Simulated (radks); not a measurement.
Task: Bi44+, 39 electrons, occupied as [Kr] 4d3. All-electron calculation, Dirac Kohn-Sham, PBE, spin-unpolarised, spherical densities, point nucleus; open shells are shared between the two j in proportion to 2j + 1. Program: a radial shooting solver on a logarithmic mesh with Libxc functionals.

Spin-orbit splittings of the eigenvalues, e(l+1/2) - e(l-1/2), with zeta = 2 splitting/(2l+1) and mean radii in bohr:

shell  occ.  splitting (eV)  zeta (eV)  <r> j=l-1/2  <r> j=l+1/2
2p        6            2322       1548      0.05386      0.06289
3p        6           533.5      355.6       0.1597       0.1754
3d       10           113.8      45.54       0.1520       0.1567
4p        6               ?          ?       0.3401       0.3637
4d        3           35.71      14.28       0.3515       0.3580

Estimate the 4p splitting.

Result: 169.2 eV (zeta = 112.8 eV).
